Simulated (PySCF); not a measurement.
B(Cl)2(Et) (C₂H₅BCl₂), SMILES CCB(Cl)Cl. Atoms are numbered in the order given.

```xyz
10

B     -0.1109     0.1794     0.0000
Cl     1.6221    -0.1390     0.0000
Cl    -0.6360     1.8650     0.0000
C     -1.1715    -0.9708     0.0000
C     -0.6588    -2.4125     0.0000
H     -1.8325    -0.7859    -0.8692
H     -1.8325    -0.7859     0.8692
H     -0.0361    -2.6160     0.8850
H     -0.0361    -2.6160    -0.8850
H     -1.4898    -3.1347     0.0000
```

Coordinates come from a B3LYP-D3(BJ)/def2-SVP optimisation. Other conformers were not sampled.

Computed with PBE/def2-TZVP in PySCF.

ESP charges are fitted to the potential on shells at 1.4 to 2.0 van der Waals radii. Atomic charges (e):

| atom | ESP fit | Mulliken | Löwdin |
|---|---|---|---|
| B1 | 0.12 | 0.19 | -1.32 |
| Cl2 | -0.09 | -0.11 | 0.60 |
| Cl3 | -0.12 | -0.11 | 0.58 |
| C4 | 0.17 | -0.27 | -0.28 |
| C5 | -0.24 | -0.33 | -0.31 |
| H6 | 0.00 | 0.13 | 0.18 |
| H7 | 0.00 | 0.13 | 0.18 |
| H8 | 0.06 | 0.12 | 0.13 |
| H9 | 0.06 | 0.12 | 0.13 |
| H10 | 0.05 | 0.12 | 0.12 |

Computed Mayer and Wiberg (Löwdin basis) orders of the bonds:
| bond | Mayer | Wiberg |
|---|---|---|
| B1–Cl2 | 1.32 | 2.16 |
| B1–Cl3 | 1.32 | 2.15 |
| B1–C4 | 1.07 | 1.32 |
| C4–C5 | 0.99 | 1.27 |
| C4–H6 | 0.91 | 0.78 |
| C4–H7 | 0.91 | 0.78 |
| C5–H8 | 0.97 | 0.90 |
| C5–H9 | 0.97 | 0.90 |
| C5–H10 | 0.96 | 0.90 |
